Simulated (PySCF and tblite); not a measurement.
C₅H₇NO₂, numbered as in [N:1]#[C:2][CH:3]1[CH2:4][O:5][CH2:6][O:7][CH2:8]1.

Conformers came from 90 starts (ETKDG and KDG, MMFF94s, GFN2-xTB); geometries are PBE0-D3(BJ)/def2-SVP. Free energies are PBE0-D3(BJ)/def2-TZVP single points with GFN2-xTB rigid-rotor and vibrational terms (modes under about 100 cm⁻¹ blended into free rotors). Symmetry numbers and mirror images are counted. Conformers within 4 kcal/mol (GFN2-xTB free energy) were kept, 7 at most. GIAO shieldings: PBE0/pcSseg-1. Shifts are against TMS (¹H), TMS (¹³C), NH3 (¹⁵N) at the same level. Codes: tblite and PySCF.

The 6-ring runs over atoms 3–4–5–6–7–8. Of a mirror pair one member is shown.

```csv
conformer,shape,symmetry,E(GFN2) kcal/mol,E(DFT) kcal/mol
1,6-ring chair (all substituents equatorial),Cs,0.00,0.00
2,6-ring chair (C2 axial),Cs,1.71,1.64
3,"6-ring twist-boat (ring torsions -70, 33, 36, -68, 29, 34°)",C1 (pair),4.21,5.55
```

Q: How much do the weights at 298.15 K and the averaged shift of H3 depend on how the conformers are weighted?

A: 
```
                                                              weighting  1 (%)  2 (%)  3 (%)  δ (ppm)  rms dipole (D)
DFT energy with thermal terms, symmetry and mirror images (full scheme)     94      6      0     2.54            2.88
                             DFT energy with symmetry and mirror images     94      6      0     2.55            2.88
                                                        bare DFT energy     94      6      0     2.55            2.88
                        GFN2-xTB energy with symmetry and mirror images     95      5      0     2.55            2.86
                                                   GFN2-xTB free energy     94      5      0     2.55            2.87
                                                leading conformer alone    100      0      0     2.60            2.67
                                                          equal weights     33     33     33     2.29            3.95
```

The largest departure from the full scheme, 0.25 ppm, comes with: equal weights.


¹⁵N shifts are against a computed isolated NH3 molecule, about 20 ppm from the liquid.